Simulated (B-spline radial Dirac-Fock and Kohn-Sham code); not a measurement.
Relativistic shifts of the levels of Tc³⁶⁺

System: Tc³⁶⁺ in the configuration 1s2 2s2 2p3.

Both columns are ΔSCF binding energies of the configuration average from a radial finite-basis atomic code: non-relativistic Hartree-Fock with a point nucleus, and Dirac-Fock with a finite nucleus and the Coulomb interaction alone, averaged over the two j levels with weights 2j+1.

| shell | Hartree-Fock (eV) | Dirac-Fock (eV) | shift (eV) | shift (%) |
| --- | --- | --- | --- | --- |
| 1s | 23206.6 | 23789.6 | +582.93 | +2.51 |
| 2s | 5173.8 | 5336.1 | +162.36 | +3.14 |
| 2p | 5041.3 | 5102.7 | +61.37 | +1.22 |

Relativity binds 1s, 2s, 2p more strongly, among those listed most of all 2s in relative terms.

Values without a named source are computed, but for edge energies of neutral atoms, which are taken from tables.
